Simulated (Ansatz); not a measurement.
Calculation: frozen-core CCSD(T)/cc-pVDZ // PBE-D3(BJ)/def2-SVP (Ansatz, a first-principles code). The restricted HF reference is unstable towards unrestricted orbitals.

Ansatz 0.2 input:
```yaml
crystal:
  periodic: [false, false, false]
  atoms:
    - { symbol: Si, position_ang: [-3.229748, -1.19611, 0.294618] }
    - { symbol: C, position_ang: [-1.550942, -0.338677, 0.1207] }
    - { symbol: C, position_ang: [-0.392002, -1.11209, 0.139465] }
    - { symbol: C, position_ang: [0.905925, -0.541541, 0.00963] }
    - { symbol: C, position_ang: [2.105283, -1.304188, 0.02356] }
    - { symbol: C, position_ang: [3.321588, -0.652782, -0.109914] }
    - { symbol: C, position_ang: [3.321842, 0.763634, -0.257179] }
    - { symbol: N, position_ang: [2.231152, 1.51512, -0.276221] }
    - { symbol: C, position_ang: [1.023759, 0.886854, -0.145378] }
    - { symbol: C, position_ang: [-0.158884, 1.675823, -0.163027] }
    - { symbol: C, position_ang: [-1.415013, 1.088978, -0.034594] }
    - { symbol: S, position_ang: [-2.916191, 2.037931, -0.050577] }
    - { symbol: H, position_ang: [-4.087351, -0.961818, -0.919285] }
    - { symbol: H, position_ang: [-3.975189, -0.692132, 1.500527] }
    - { symbol: H, position_ang: [-2.968876, -2.668996, 0.446465] }
    - { symbol: H, position_ang: [-0.467091, -2.20579, 0.257832] }
    - { symbol: H, position_ang: [2.050914, -2.398469, 0.139671] }
    - { symbol: H, position_ang: [4.272507, -1.205543, -0.103947] }
    - { symbol: H, position_ang: [4.285859, 1.295096, -0.364799] }
    - { symbol: H, position_ang: [-0.029506, 2.761638, -0.281944] }
    - { symbol: H, position_ang: [-2.328033, 3.253062, -0.225602] }
basis:
  gaussian: { orbitals: cc-pVDZ }
correlation:
  method: ccsd_t
```

Output:

```
Functional definition: HF
2091 factors; integrals over basis functions are off by at most 1.2e-3 eV
mean field evaluation 1: about -29572.3586 eV, gradient 3.9e1 eV
mean field evaluation 2: about -29572.9101 eV, gradient 3.9e1 eV
mean field evaluation 4: about -29578.3886 eV, gradient 6.7e0 eV
mean field evaluation 8: about -29578.5278 eV, gradient 4.3e-1 eV
mean field evaluation 16: about -29572.3564 eV, gradient 3.9e1 eV
mean field -29578.52967082 eV, -1086.9909163551 hartree, gradient 2.7e-6 eV, S^2 0.000000; 0 other end points of the search recorded, 0 dependent functions left out; unrestricted orbitals would lower it
20 core orbitals not correlated
reference -29578.52967082 eV, -1086.9909163551 hartree; 30, 30 occupied and 171, 171 virtual orbitals, 2091 factors
second order -42.60179581 eV of doubles, -0.00000000 eV of singles
cycle   1  -42.73055030 eV  change   -1.3e-1 eV  update   1.8e-1
cycle   2  -44.11013277 eV  change    -1.4e0 eV  update   6.0e-2
cycle   3  -44.43414858 eV  change   -3.2e-1 eV  update   2.7e-2
cycle   4  -44.43451075 eV  change   -3.6e-4 eV  update   8.5e-3
cycle   5  -44.43562278 eV  change   -1.1e-3 eV  update   4.8e-3
cycle   6  -44.43758918 eV  change   -2.0e-3 eV  update   1.5e-3
cycle   7  -44.43685009 eV  change    7.4e-4 eV  update   7.6e-4
cycle   8  -44.43666992 eV  change    1.8e-4 eV  update   3.0e-4
cycle   9  -44.43678483 eV  change   -1.1e-4 eV  update   1.2e-4
cycle  10  -44.43679207 eV  change   -7.2e-6 eV  update   5.4e-5
perturbative correction -2.08923116 eV, -0.0767778291 hartree
Total energy: -29625.05569405 eV, -1088.7007161725 hartree
```

Cost: about 17 core-minutes (a rough figure).
